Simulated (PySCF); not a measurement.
## Two-dimensional NMR puzzle

Compound of formula C₃H₉NOSi₂. Correlations simulated from computed shifts and the bond graph:

HSQC (one-bond C–H):
| δH | δC |
| --- | --- |
| 0.55 | -0.6 |
| 0.51 | 2.0 |

COSY cross peaks (H two or three bonds apart, from the bond graph; peaks can be absent where the dihedral angle is near 90°):
| δH | δH |
| --- | --- |
| 5.30 | 5.25 |
| 5.30 | 0.55 |
| 5.25 | 0.55 |
| 5.12 | 0.51 |

HMBC (two and three bonds, from the bond graph):
| δH | δC |
| --- | --- |
| 5.30 | -0.6 |
| 5.25 | -0.6 |
| 5.12 | 127.9, 2.0 |
| 0.51 | 127.9 |

Carbons without hydrogens: δ 127.9.

PySCF 2.14.0 with density-fitted response routines calculation with PBE0/pcSseg-1 with gauge-including orbitals and structure optimised with GFN2-xTB; non-relativistic, in vacuum, one computed conformer, equivalent nuclei averaged.

δ = σ(ref) − σ, references computed at the same level: TMS for ¹H and ¹³C.

Exchangeable hydrogens are left out of these lists.

Question: Work out the connectivity.

Answer: `InChI=1S/C3H9NOSi2/c1-6-5-7(2)3-4/h7H,6H2,1-2H3/t7-/m1/s1`.

Mapped SMILES: `[CH3:1][SiH2:2][O:3][Si@H:4]([CH3:5])[C:6]#[N:7]`. Each H is labelled by its parent atom. Ha(Si2) is pro-R; Hb(Si2) is pro-S.

δC 127.9 is C6, a nitrile carbon. δC 2.0 is C5, a methyl carbon bonded to Si (δH 0.51). δC -0.6 is C1, a methyl carbon bonded to Si (δH 0.55). HMBC from δH 5.12 reaches the proton-free carbon C6. HMBC from δH 0.51 reaches the proton-free carbon C6. COSY links 5.30–5.25, 5.30–0.55, 5.25–0.55, 5.12–0.51.

The shifts were computed for this structure.

Shifts are as computed. Against solution values, carbons near 30 ppm lie about +3 ppm off and those near 130 ppm about +5 ppm. Of 1211 compounds with measured shifts, 218 miss one by over three times the rms of a fit or turn the order of signals round; such compounds aren't used in these exercises.
